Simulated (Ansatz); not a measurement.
```xyz
12

B     1.4245   -0.0095   -0.0488
N     0.7145    1.1916    0.0174
B    -0.7511    1.2254    0.0320
N    -1.4179    0.0053   -0.0482
B    -0.7305   -1.2658    0.0389
N     0.7163   -1.2174   -0.0453
H     2.6675   -0.0299    0.0142
H     1.1949    2.0905    0.0319
H    -1.2869    2.2457   -0.0262
H    -2.4855   -0.0153   -0.0250
H    -1.2827   -2.2616   -0.0346
H     1.2215   -2.0785   -0.0313
```

Basis set: cc-pVDZ (spherical functions). Left uncorrelated: 6 orbitals. Charge 0, multiplicity 1.

Computed with Ansatz (development build ahead of 0.2.0); each method stands on the lowest determinant of its kind that the runs found. Restricted open shells among the atoms or ions are ROHF, correlated in semicanonical orbitals with singles.

Question: Give the atomization energy at this shape (free ground-state atoms in the same class of orbitals less the molecule, no zero-point energy) of singlet B₃N₃H₆ by RHF-MP2, RHF.

Answer:

| method | atomization energy |
| --- | --- |
| RHF-MP2 | 49.43 eV |
| RHF | 38.57 eV |

Caution: the shape is not the minimum.
